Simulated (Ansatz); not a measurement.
Reaction (formal exchange of groups at the Sn–B bond): `C[B]([SiH3])[SnH3]` + `N[SiH3]` → `N[SiH2][SnH3]` + `CB[SiH3]`

Calculated with Ansatz (gas phase, PBE0-D4/def2-TZVP geometries, no zero-point term in ΔE). CBS: MP2 limit from def2 TZ/QZ plus the TZ coupled-cluster correction, frozen cores. This one scheme is used for every species. DFT in def2-TZVPP. B3LYP here is the variant with VWN-RPA as its local correlation; programs differ in this. Elements past krypton have def2 core potentials. For Sn outer-core shells are correlated without core-valence functions, which leaves a few kJ/mol of doubt a bond. Each species was taken in one conformer, which may not be the lowest.

```json
{"level": "r2SCAN-D4", "ΔE (kJ/mol)": "-23.6"}
{"level": "ωB97X-V", "ΔE (kJ/mol)": "-24.4"}
{"level": "B2PLYP", "ΔE (kJ/mol)": "-23.6"}
{"level": "B3LYP", "ΔE (kJ/mol)": "-27.5"}
{"level": "HF/def2-TZVPP", "ΔE (kJ/mol)": "-27.7"}
{"level": "MP2/def2-QZVPP", "ΔE (kJ/mol)": "-17.4"}
{"level": "MP2/CBS(def2)", "ΔE (kJ/mol)": "-18.1"}
{"level": "CCSD/CBS(def2)", "ΔE (kJ/mol)": "-20.7"}
```

Question: What does CCSD(T)/CBS give? (Estimate.)

Answer: Ansatz gave: -19.0 kJ/mol. The listed levels differ from it by -4.6, -5.4, -4.6, -8.5, -8.7, 1.6, 0.9, -1.7 kJ/mol.

Largest T1 diagnostic among the species: 0.014.

In def2-TZVPP, CCSD(T) changes the Hartree–Fock value by +10.2 kJ/mol (the triples alone add +1.7 kJ/mol) and MP2 by +11.2 kJ/mol. The D4 term adds +3.6 kJ/mol with B3LYP and +2.1 kJ/mol with PBE0; it sums over pairs of atoms, weighted by their polarisabilities, and B3LYP, whose exchange is more repulsive, gets the larger term.
